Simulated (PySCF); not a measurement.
Sn(F)3(SiH3) (F3H3SiSn), SMILES [F][Sn]([F])([F])[SiH3].

Coordinates come from a PBE-D3(BJ)/def2-SVP optimisation. The def2 effective core potentials stand for the cores of Sn; spin–orbit coupling is left out.

Two levels are set side by side: TDA-PBE/def2-SVPD (PySCF) and TDA-B3LYP/def2-SVPD (PySCF). Vertical, same geometry. The lowest singlet is HOMO−1→LUMO 100 % with PBE and HOMO→LUMO 87 % with the other functional; states are paired by order. Differences are taken from unrounded values.

```
quantity                               TDA-B3LYP  TDA-PBE  TDA-PBE minus TDA-B3LYP
-------------------------------------  ---------  -------  -----------------------
lowest singlet excitation (eV)              6.54     5.69                    -0.85
lowest triplet excitation (TDA) (eV)        5.07     4.68                    -0.38
first bright state (f over 0.05) (eV)       6.54     5.82                    -0.72
its oscillator strength                     0.54     0.27                    -0.27
```

Functionals without exact exchange tend to place singlet excitations lower, as here. Differences between two approximate levels are no errors against the true value.

Rough cost on one machine, each run with all the roots and properties that it gave: TDA-B3LYP against TDA-PBE about 2 times.
